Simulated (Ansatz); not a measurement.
C₂H₆SSi₂, SMILES `[SiH3]C#CS[SiH3]`, relaxed with RKS PBE0-D4/def2-TZVP in Ansatz 0.2.0 from a PBE-D4/def2-SVP geometry. The force threshold is 0.005 eV/Å; the program also tests the step.

Total charge 0; spin multiplicity 1.

Start:

```xyz
11

Si   -1.604   -2.227   -0.470
C    -0.186   -1.072   -0.471
C     0.773   -0.290   -0.482
S     2.134    0.712   -0.545
Si    1.333    2.360    0.656
H    -1.213   -3.533    0.164
H    -2.062   -2.490   -1.878
H    -2.741   -1.627    0.309
H     1.000    1.873    2.035
H     2.450    3.362    0.692
H     0.117    2.932   -0.010
```

**Question.** By how much does the energy fall, and how many steps does the optimiser take? (An estimate is asked.)

**Answer.** Ansatz gave: 0.06 eV, in 8 steps.

**Question.** Which bonds change most? (An estimate is asked.)

**Answer.** Computed: S4–Si5 from 2.191 to 2.159 Å; C2–C3 from 1.238 to 1.215 Å; Si1–H7 from 1.504 to 1.484 Å; Si1–H6 from 1.504 to 1.484 Å.

**Question.** Give the relaxed structure. (An estimate is asked.)

**Answer.** The calculation gave: 
```xyz
11

Si   -1.574   -2.158   -0.447
C    -0.140   -1.046   -0.484
C     0.818   -0.299   -0.506
S     2.156    0.709   -0.555
Si    1.285    2.284    0.637
H    -1.201   -3.445    0.192
H    -2.048   -2.418   -1.830
H    -2.662   -1.517    0.334
H     0.944    1.760    1.979
H     2.344    3.320    0.722
H     0.078    2.809   -0.041
```
